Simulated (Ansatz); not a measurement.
The same group exchange along the group B, Al, Ga, In.

Gas-phase electronic energies from Ansatz, PBE0-D4/def2-TZVP geometries. CCSD(T)/CBS adds triple-zeta CCSD(T) − MP2 to the extrapolated MP2 energy (def2 sets, frozen cores). This one scheme is used for every species. For Ga outer-core shells are correlated without core-valence functions, which leaves a few kJ/mol of doubt a bond. Scalar relativity is left out up to krypton. One conformer a species, not always the lowest.

(1) Order these by ΔE at CCSD(T)/CBS, lowest first. (An estimate is asked.)
A. `[OH][Ga]([Cl])[O][SiH3]` + `C=C(N)[SiH3]` → `C=C(N)[SiH2][SiH3]` + `[OH][Ga]([OH])[Cl]`
B. `OB(Cl)O[SiH3]` + `C=C(N)[SiH3]` → `C=C(N)[SiH2][SiH3]` + `OB(O)Cl`
C. `[OH][Al]([Cl])[O][SiH3]` + `C=C(N)[SiH3]` → `C=C(N)[SiH2][SiH3]` + `[OH][Al]([OH])[Cl]`

Largest T1 diagnostic: 0.013, for `[OH][Ga]([OH])[Cl]`.

Results:

(1) B (+0.89 eV), A (+0.99 eV), C (+1.09 eV).
